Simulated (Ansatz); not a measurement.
C2H8NO2Y (`C[O][Y]([NH2])[O]C`). Charge 0, multiplicity 1. Y takes the def2 core potential.

```tsv
atom	x (Å)	y (Å)	z (Å)
C1	-0.8832	2.7730	-1.2419
O2	-0.7442	1.4545	-0.8434
Y3	-0.4003	-0.4314	-0.1725
N4	-1.7894	-1.9587	-0.7892
O5	1.1396	-1.0071	1.0200
C6	2.2188	-1.3124	1.8315
H7	-1.9121	3.1286	-1.0960
H8	-0.6437	2.8960	-2.3068
H9	-0.2194	3.4413	-0.6762
H10	-2.6033	-1.8391	-1.3806
H11	-1.7615	-2.9418	-0.5458
H12	3.1710	-1.1869	1.2984
H13	2.1745	-2.3516	2.1847
H14	2.2533	-0.6643	2.7178
```

(1) List the harmonic frequencies (cm⁻¹, unscaled) at PBE0-D4/def2-TZVP in Ansatz. (Best estimate.)

Answers

(1) Computed: 18i, 23, 36, 57, 89, 131, 148, 169, 179, 345, 395, 435, 491, 529, 556, 1181, 1182, 1182, 1183, 1193, 1219, 1477, 1479, 1490, 1491, 1492, 1493, 1552, 2978, 2981, 3033, 3035, 3035, 3037, 3533, 3616.
